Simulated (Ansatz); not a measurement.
Diatomic CoBr, multiplicity 5 (an upper state: multiplicity 3 came lower at PBE0/def2-TZVPP). No spin–orbit coupling. Co is treated without relativity. Br is treated without relativity.

The constants come from a fifth-degree fit in 1/R (seven points, main isotopes). In def2 and cc sets the state is the lowest found near the PBE0 minimum, followed along R.

Run with Ansatz (an electronic-structure program) with Gaussian orbitals. Each number belongs to the level named beside it.

```
level               r_e (Å)  ω_e (cm⁻¹)  B_e (cm⁻¹)  ω_e x_e (cm⁻¹)  dipole (D)
------------------  -------  ----------  ----------  --------------  ----------
PBE/def2-TZVPP        2.317         275      0.0931             1.0        1.44
PBE0/def2-TZVPP       2.321         292      0.0928            0.84        2.54
wB97X-V/def2-TZVPP    2.315         297      0.0933            0.81        2.56
```
